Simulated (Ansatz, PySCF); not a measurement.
System: CLiN, charge 0, multiplicity 1. SMILES: [Li][N][C]
Geometry from a B3LYP-D3(BJ)/def2-TZVP (Ansatz, a first-principles code) optimisation:
```xyz
3

Li     0.0000     0.0000    -1.8676
C      0.0000     0.0000     1.0617
N      0.0000     0.0000    -0.1096
```
Charge 0, spin multiplicity 1.

Property: vertical ionisation energy (to the doublet state of charge +1; each state is the SCF solution reached for its spin; the UHF <S^2> is 1.14 for the doublet (pure: 0.75); for the doublet T1 is 0.071), in eV. Correlated levels leave the core frozen unless marked. UHF or UKS for open shells. Spin-orbit coupling is left out. Non-relativistic. Basis-set limits of correlation are two-point, X^-3; Hartree-Fock from the larger set.

| level | program | vertical ionisation energy (eV) |
|---|---|---|
| SVWN5/def2-TZVPD | Ansatz | 9.66 |
| PBE/def2-TZVPD | Ansatz | 9.40 |
| r2SCAN/def2-TZVPD | Ansatz | 9.33 |
| B3LYP/def2-TZVPD | Ansatz | 9.66 |
| PBE0/def2-TZVPD | Ansatz | 9.47 |
| BHLYP/def2-TZVPD | Ansatz | 9.58 |
| CAM-B3LYP/def2-TZVPD | Ansatz | 9.74 |
| wB97M-V/def2-TZVPD | Ansatz | 9.73 |
| wB97X-V/def2-TZVPD | Ansatz | 9.69 |
| CCSD/def2-SVPD | Ansatz | 9.05 |
| CCSD/def2-TZVPPD | Ansatz | 9.31 |
| CCSD/def2-QZVPPD | Ansatz | 9.38 |
| CCSD/CBS(def2-TZVPPD,def2-QZVPPD) | Ansatz | 9.42 |
| CCSD(T)/def2-SVPD | Ansatz | 9.10 |
| CCSD(T)/def2-TZVPPD | Ansatz | 9.36 |
| CCSD(T)/def2-QZVPPD | Ansatz | 9.43 |
| CCSD(T)/CBS(def2-TZVPPD,def2-QZVPPD) | Ansatz | 9.48 |

For comparison, minus the highest occupied orbital energy (PySCF): 7.72 eV at MN15/def2-TZVPD, 8.48 eV at CAM-B3LYP/def2-TZVPD, 10.86 eV at HF/def2-TZVPD.
